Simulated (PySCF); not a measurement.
CH5Cl3Si2, SMILES Cl[Si](C[SiH3])(Cl)Cl at its GFN2-xTB optimised geometry (Å):

```
11

Si     0.9981     0.3966    -1.5042
C      0.1537    -0.4336     0.0000
Si    -1.7408    -0.4336     0.0000
Cl    -2.4569    -1.3785     1.6449
Cl    -2.4438     1.4628     0.0000
Cl    -2.4476    -1.3871    -1.6375
H      2.4438     0.2989    -1.2932
H      0.6167    -0.3144    -2.7228
H      0.5911     1.7987    -1.5727
H      0.5064     0.0609     0.9054
H      0.5073    -1.4628     0.0645
```

Method: PySCF 2.14.0 with B3LYP/def2-TZVP. Cells within 0.4 Å of a nucleus heavier than hydrogen are left out (blank, or x).

Map of the deformation density (molecule minus spherical neutral atoms) (e/bohr³) on the plane z = 1.5 Å:

```
|33333333333333333333333333333|
|33333333333333333333333333333|
|33333333333333333333333333333|
|33333333333333333333333333333|
|33333333333333333333333333333|
|33333333333333333333333333333|
|33333333333333333333333333333|
|33333333333333333333333333333|
|33333333333333333333333333333|
|33333333333333333333333333333|
|33333333332222222233333333333|
|33333332222222222223333333333|
|33332222222222111122333333333|
|33332222211221100022333333333|
|33332222211111100012233333333|
|33333334321111111122333333333|
|33333445542211111222333333333|
|33334654543222222222333333333|
|333469xx443222222223333333333|
|333359xx643222222233333333333|
|33334698643322222333333333333|
|33333345433333333333333333333|
|33333333333333333333333333333|
|33333333333333333333333333333|
|33333333333333333333333333333|
|33333333333333333333333333333|
|33333333333333333333333333333|
|33333333333333333333333333333|
|33333333333333333333333333333|
```
Scale: ten equal steps from -0.010 (start of '0') to 0.021 (end of '9'), in the order '0123456789'; x runs from -4.50 to 4.50, y from -4.50 (bottom) to 4.50 (top).
